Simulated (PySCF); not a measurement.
**[Ga(H)3(NCH)] (charge 0, multiplicity 1)**

Level of theory: ωB97X-D3(BJ)/def2-TZVP // PBE0-D3(BJ)/def2-SVP (PySCF).

```json
{
 "HOMO": "-10.05 eV",
 "dipole_moment": "6.11 D",
 "HOMO–LUMO gap": "11.19 eV",
 "LUMO": "1.14 eV",
 "S1 excitation (TDA)": "6.80 eV",
 "S1 oscillator strength": "0.000",
 "vertical ionisation energy (Delta-SCF)": "10.21 eV",
 "charge on the central atom (Mulliken)": "0.18 e",
 "charge on the central atom (meta-Löwdin)": "0.09 e",
 "total_energy": "-2020.1005 Ha",
 "cost": "about 110 core-seconds (a rough figure)"
}
```

```xyz
7

Ga     0.0879    -0.0412    -0.0677
H     -0.3120     0.7376    -1.3796
H      1.2714     0.5168     0.8131
H     -0.2907    -1.5676     0.0521
C     -2.3819     1.1159     1.8325
N     -1.5287     0.7162     1.1760
H     -3.1851     1.4922     2.4503
```
